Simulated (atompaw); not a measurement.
# u(r) = r·R(r): atom against pseudo-atom (Ni (Z = 28))

Columns: radius, all-electron u(r) and pseudo u(r) of the 4p shell (level -2.12 eV) of nickel in the configuration [Ne] 3s2 3p6 3d8 4s1 4p1; PBE, scalar-relativistic, PAW (atompaw) scheme, atompaw 4.2.0.5.

```tsv
r (bohr)	all-electron	pseudo
0.052	0.0554	-0.0091
0.104	0.1036	-0.0355
0.156	0.1012	-0.0768
0.208	0.0619	-0.1293
0.260	0.0059	-0.1882
0.312	-0.0518	-0.2482
0.363	-0.1014	-0.3031
0.415	-0.1406	-0.3503
0.467	-0.1670	-0.3848
0.519	-0.1812	-0.4040
0.571	-0.1843	-0.4066
0.623	-0.1783	-0.3927
0.675	-0.1649	-0.3640
0.727	-0.1458	-0.3229
0.779	-0.1224	-0.2728
0.831	-0.0959	-0.2173
0.883	-0.0674	-0.1598
0.935	-0.0377	-0.1034
0.987	-0.0074	-0.0505
1.038	0.0224	-0.0034
1.090	0.0526	0.0391
1.142	0.0822	0.0764
1.194	0.1110	0.1092
1.246	0.1390	0.1386
1.298	0.1659	0.1659
1.350	0.1917	0.1917
```

Problem. How many radial nodes do the two functions have?

Solution. The all-electron 4p function has n − l − 1 = 2; the pseudo-wave has 1, since 1 lower shell of the same l stays in the valence.

Problem. Is the pseudo-wave norm-conserving?

Solution. No, it belongs to a PAW set: the norm inside the radius is not constrained, and the difference is carried by the augmentation charge.
